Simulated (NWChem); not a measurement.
**Correlation energy of bifluoride (HF₂ (-1))**

```xyz
3

F      0.0000     0.0000     1.1624
H      0.0000     0.0000     0.0000
F      0.0000     0.0000    -1.1624
```
Charge -1, spin multiplicity 1.

All runs are NWChem calculations. All single points use one geometry, from PBE/def2-SVP, a minimum by its harmonic frequencies.

Basis set: aug-cc-pVDZ. Each correlation energy counts from its own Hartree-Fock reference.

The correlated methods keep 2 core orbitals frozen. The anion's geometry comes from a basis without diffuse functions. No row is a measurement; the coupled-cluster row has its own basis-set and correlation limits.

Task: Order these methods by the correlation energy they give, lowest first: MP2, SCS-MP2, CCSD+T(CCSD), CCSD(T).

Result: CCSD+T(CCSD) (-478.6 mHa), CCSD(T) (-476.6 mHa), MP2 (-465.7 mHa), SCS-MP2 (-447.2 mHa)
